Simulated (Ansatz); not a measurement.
`[AlH2][CH2][SiH2][SiH3]` + H₂ → `[AlH2][CH2][SiH3]` + SiH₄  (hydrogenolysis of the Si–Si bond)

Program: Ansatz. Geometries: PBE0-D4/def2-TZVP. ΔE: electronic, gas phase. CCSD(T)/CBS is the MP2 limit (def2-TZVPP, def2-QZVPP) plus CCSD(T) − MP2 in def2-TZVPP, frozen cores. This one scheme is used for every species. Functionals use def2-TZVPP. B3LYP here is the variant with VWN-RPA as its local correlation; programs differ in this. Each species was taken in one conformer, which may not be the lowest.

CCSD(T)/CBS gives -14.1 kJ/mol.

(1) Another level gave -17.0 kJ/mol. Which?
A. ωB97X-V/def2-TZVPP
B. BHLYP/def2-TZVPP
C. B97M-V/def2-TZVPP
D. B3LYP/def2-TZVPP

Largest T1 diagnostic among the species: 0.012.

Answers

(1) A. ωB97X-V -17.0, B3LYP -33.7, BHLYP -41.1, B97M-V -11.2 kJ/mol.

From r2SCAN to r2SCAN0 (25 % exact exchange), in def2-TZVPP and without D4, ΔE moves by −5.0 kJ/mol. Leaving LDA and LC-ωPBE aside and taking each functional with its dispersion term where it has one, the values, not all of them listed here, spread over 36.1 kJ/mol, from B2PLYP to revPBE-D4. LDA lies +15.2 kJ/mol from PBE without D4. The D4 term adds +16.6 kJ/mol with B3LYP and +9.1 kJ/mol with PBE0; it sums over pairs of atoms, weighted by their polarisabilities, and B3LYP, whose exchange is more repulsive, gets the larger term.

CCSD(T)/CBS has its own doubt, a few kJ/mol and more with outer-core shells, so smaller differences from it don't rank the levels.
